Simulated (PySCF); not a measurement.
Pb(OH)(NH2) (H₃NOPb), SMILES [NH2][Pb][OH] (connectivity only; charge and spin as stated), neutral, multiplicity 1.

The structure is a stationary point at B3LYP-D3(BJ)/def2-TZVP. The def2 effective core potentials stand for the cores of Pb; spin–orbit coupling is left out. Other conformers were not sampled.

All values below come from TDDFT-CAM-B3LYP/def2-SVPD run with PySCF.

Vertical excitations. Gas-phase values at a fixed geometry. State labels are in the subgroup Cs.

Computed lowest excited states:
| state | symmetry | energy (eV) | λ (nm) | f | main pairs |
|---|---|---|---|---|---|
| S1 | A' | 4.65 | 267 | 0.049 | HOMO→LUMO 96 % |
| S2 | A" | 4.88 | 254 | 0.050 | HOMO−1→LUMO 98 % |
| S3 | A" | 5.56 | 223 | 0.015 | HOMO−3→LUMO 95 % |
| S4 | A' | 5.66 | 219 | 0.010 | HOMO−2→LUMO 89 % |
| S5 | A" | 5.70 | 217 | 0.016 | HOMO→LUMO+1 89 % |
| S6 | A" | 5.97 | 208 | 0.013 | HOMO→LUMO+2 65 %, HOMO→LUMO+3 22 % |
| S7 | A" | 6.72 | 185 | 0.008 | HOMO→LUMO+3 40 %, HOMO−2→LUMO+1 37 %, HOMO−2→LUMO+2 9 %, HOMO→LUMO+2 6 % |
| S8 | A" | 6.84 | 181 | 0.042 | HOMO−2→LUMO+1 37 %, HOMO→LUMO+3 27 %, HOMO→LUMO+2 20 %, HOMO−2→LUMO+2 8 % |
| S9 | A' | 6.85 | 181 | 0.328 | HOMO−1→LUMO+1 87 % |
| S10 | A' | 7.19 | 173 | 0.038 | HOMO−3→LUMO+1 42 %, HOMO−1→LUMO+2 37 %, HOMO−3→LUMO+2 11 % |
| T1 | A' | 3.56 | 348 | 0 | HOMO→LUMO 97 % |
| T2 | A" | 4.03 | 307 | 0 | HOMO−1→LUMO 95 % |
| T3 | A' | 4.90 | 253 | 0 | HOMO−2→LUMO 96 % |
| T4 | A" | 5.27 | 235 | 0 | HOMO−3→LUMO 63 %, HOMO→LUMO+2 11 %, HOMO→LUMO+3 10 % |
Triplets are in the Tamm–Dancoff approximation, which puts them higher than full response would, so one can lie above its singlet here.
